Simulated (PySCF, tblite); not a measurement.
Isomers of C2H9OSi2 (doublet state). Computed with GFN2-xTB (tblite): harmonic, unscaled wavenumbers at the GFN2-xTB geometry, gas phase. This tight-binding method is rough: wavenumbers can miss measured ones by several per cent, in bad cases by 10 to 20. Modes of hydrogen on silicon can be 10 to 20 % off. One conformer each. Open shells enter through the occupations alone, without spin polarisation, and single modes of such species can be off by tens of per cent.

Electronic energies: B3LYP/pcH-1 single points on the GFN2-xTB geometries (PySCF, gas phase).

```tsv
SMILES	electronic energy, lowest = 0 (kcal/mol)
[CH2]OC[SiH2][SiH3]	46.9
COC[SiH2][SiH2]	36.5
CO[CH][SiH2][SiH3]	36.0
COC[SiH][SiH3]	36.0
CO[SiH2]C[SiH2]	0.0
```

Task: How do GFN2-xTB zero-point energies change the relative energies?

Result: 
```csv
SMILES,ZPE (kcal/mol),of it from modes above 1550 cm⁻¹,electronic (kcal/mol),"with ZPE, lowest = 0 (kcal/mol)",lowest mode (cm⁻¹),rings
CO[SiH2]C[SiH2],62.4,34.1,0.0,0.0,12i,0
COC[SiH][SiH3],62.0,33.2,36.0,35.6,40,0
CO[CH][SiH2][SiH3],59.2,32.7,36.0,32.9,19i,0
COC[SiH2][SiH2],62.0,33.2,36.5,36.0,31,0
[CH2]OC[SiH2][SiH3],58.7,33.2,46.9,43.1,24,0
```

The zero-point energies span 3.7 kcal/mol, from `[CH2]OC[SiH2][SiH3]` to `CO[SiH2]C[SiH2]`. Slightly imaginary modes are left out of the zero-point energy: `CO[SiH2]C[SiH2]` 11.5i cm⁻¹ and `CO[CH][SiH2][SiH3]` 19.0i cm⁻¹. The lowest isomer stays, but the order above it changes.

Task: And how do the electronic energies of GFN2-xTB itself compare?

Result: `CO[SiH2]C[SiH2]` 0.0; `COC[SiH][SiH3]` 34.1; `CO[CH][SiH2][SiH3]` 42.0; `COC[SiH2][SiH2]` 33.2; `[CH2]OC[SiH2][SiH3]` 50.8 kcal/mol, lowest = 0. Against the energies above, taken from the same isomer `CO[SiH2]C[SiH2]`, the largest difference is 6.0 kcal/mol.
